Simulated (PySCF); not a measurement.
From computed data to an observable: oscillator strength and radiative lifetime

C2H5ClGeO, SMILES [Cl][GeH]1[CH2]O[CH2]1.

Geometry: B3LYP-D3(BJ)/def2-SVP. The structure was generated by enumeration, and PubChem lists no compound with its InChIKey, so it may never have been made.

TDA-PBE/def2-SVPD in PySCF 2.14.0 puts the first singlet state with f over 0.02 at 6.05 eV (vertical), with the transition dipole (-0.316, 0.250, 0.000) in atomic units.

Q: Find the oscillator strength, the wavelength and the radiative lifetime that this transition would have in vacuum if emission retraced absorption.

A: 
|μ|² = 0.1624 au, so |μ| = 1.02 D. ΔE = 6.05/27.211 = 0.2223 hartree. f = (2/3) ΔE |μ|² = 0.024 (the program prints 0.024).
λ = 1239.84/6.05 = 205 nm; ν = 48797 cm⁻¹.
Einstein's coefficient A = 0.6670 ν² f s⁻¹ (ν in cm⁻¹) = 3.8e7 s⁻¹, so τ = 1/A = 26 ns. This state is S5; the lower singlets have f = 0.014, 0.000, 0.005, 0.011. The figure is the radiative limit of this one transition; relaxation, internal conversion, crossing to triplets and a medium change what is measured.
